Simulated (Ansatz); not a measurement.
Cost and result for the atomization energy of `F[Si](F)(O[SiH3])O[SiH3]` (13 atoms, 12 bonds).

Z-matrix (Å, degrees):
```
Si
F 1 1.575
O 1 1.598 2 108.3
O 1 1.598 2 110.1 3 -123.9
F 1 1.575 2 107.0 3 118.6
Si 3 1.641 1 150.8 2 -162.4
Si 4 1.641 1 151.2 2 71.0
H 6 1.481 3 108.1 1 148.2
H 6 1.482 3 109.3 1 -91.8
H 6 1.485 3 109.5 1 28.4
H 7 1.485 4 109.5 1 31.3
H 7 1.482 4 109.3 1 -89.0
H 7 1.481 4 108.0 1 151.1
```

The species carries charge 0 and has multiplicity 1. The geometry is a stationary point of PBE0-D4/def2-TZVP. It is one conformer, not always the lowest. Program: Ansatz. All runs use 2 threads of an AMD EPYC 7R13 on a shared host and a share of an NVIDIA H100 80 GB. Times are those of one run each, without the atoms' runs, and a repeat can differ threefold. Electronic energies, without spin–orbit coupling; frozen cores. CCSD(T)/CBS adds CCSD(T) − MP2 in def2-TZVPP to the MP2 limit, and its time is that of the two runs behind it. T1 = 0.011. B3LYP takes the VWN-RPA correlation (the form of Gaussian; ORCA's B3LYP/G).

CCSD(T)/CBS is a level of theory with its own doubt, some kJ/mol a heavy atom from the limit and from the frozen cores, so smaller differences don't rank the functionals.

| level | functions | wall time | atomization (kJ/mol) | difference from CCSD(T)/CBS | per bond |
| --- | --- | --- | --- | --- | --- |
| B2PLYP/def2-TZVPP | 334 | 2.6 s | 4979.9 | -94.6 | -7.9 |
| B3LYP-D4/def2-TZVPP (with forces) | 334 | 2.8 s | 5007.4 | -67.1 | -5.6 |
| ωB97X-V/def2-TZVPP | 334 | 2.9 s | 5059.8 | -14.7 | -1.2 |
| PBE0-D4/def2-TZVPP | 334 | 3.1 s | 4936.8 | -137.7 | -11.5 |
| PBE-D4/def2-TZVPP (with forces) | 334 | 3.3 s | 5002.6 | -71.9 | -6.0 |
| r2SCAN-D4/def2-TZVPP (with forces) | 334 | 3.7 s | 5034.9 | -39.6 | -3.3 |
| ωB97M-V/def2-TZVPP (with forces) | 334 | 3.8 s | 5045.3 | -29.2 | -2.4 |
| MP2/def2-QZVPP | 618 | 3.9 s | 5136.4 | 61.9 | 5.2 |
| CCSD(T)/def2-TZVPP | 334 | 10 s | 4922.0 | -152.5 | -12.7 |
| CCSD(T)/CBS(def2) | – | 14 s | 5074.5 | 0.0 | 0.0 |

From PBE to PBE0 (25 % exact exchange), in def2-TZVPP and without D4, the atomization energy moves by −61.1 kJ/mol: exact exchange takes away binding that semilocal exchange gives to molecules. In def2-TZVPP, CCSD(T) changes the Hartree–Fock value by +1109.3 kJ/mol (the triples alone add +57.8 kJ/mol) and MP2 by +1228.8 kJ/mol; breaking electron pairs costs correlation energy, which Hartree–Fock lacks. The D4 term adds +55.0 kJ/mol with B3LYP and +29.5 kJ/mol with PBE0; it sums over pairs of atoms, weighted by their polarisabilities, and B3LYP, whose exchange is more repulsive, gets the larger term.
